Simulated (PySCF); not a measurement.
How methods differ on the ionisation energy of Kr⁺

Kr⁺ [Ar] 3d10 4s2 4p5 (2P) → Kr²⁺ [Ar] 3d10 4s2 4p4 (3P), as a difference of total energies. Computed with PySCF 2.14 in aug-cc-pVTZ-DK (7s6p4d2f, 59 functions), with the spin-free X2C one-electron Hamiltonian (Gaussian nucleus). Correlated levels: valence: [Ar] 3d10 frozen. The calculations carry no spin-orbit coupling.

```json
{"method": "UHF", "ionisation energy (eV)": "23.232", "difference from reference (eV)": "-1.128"}
{"method": "MP2 (valence)", "ionisation energy (eV)": "24.073", "difference from reference (eV)": "-0.287"}
{"method": "SCS-MP2 (valence)", "ionisation energy (eV)": "24.071", "difference from reference (eV)": "-0.289"}
{"method": "CCSD (valence)", "ionisation energy (eV)": "24.078", "difference from reference (eV)": "-0.282"}
{"method": "CCSD(T) (valence)", "ionisation energy (eV)": "24.110", "difference from reference (eV)": "-0.250"}
```

Reference: 24.360 eV (measured; NIST Atomic Spectra Database, ionization energies).

The reference lies between the lowest fine-structure levels, while these numbers refer to the centres of the terms.

Errors of the correlated levels include the incompleteness of this basis and the frozen core.
